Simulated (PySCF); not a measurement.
Sc(OH) (HOSc), SMILES [OH][Sc].

Geometry: PBE-D3(BJ)/def2-TZVP. The multiplicity is an assumed one; other spin states were not compared.

All values below come from PBE-D3(BJ)/def2-TZVP (PySCF).

Frequencies are harmonic and unscaled.

Modes within 1.5 cm⁻¹ of each other (mostly degenerate sets) share a row, with their intensities summed.

Computed normal modes with their intensities:
| mode | ν (cm⁻¹) | IR (km/mol) | Raman (Å⁴/amu) | depolarisation | moving atoms (share of kinetic energy) |
|---|---|---|---|---|---|
| 1–2 | 269 | 269.6 | 27.4 | 0.75 | H 87 %, O 13 % |
| 3 | 781 | 85.6 | 11.0 | 0.42 | O 68 %, Sc 27 % |
| 4 | 3824 | 311.5 | 235.0 | 0.27 | H 94 % |
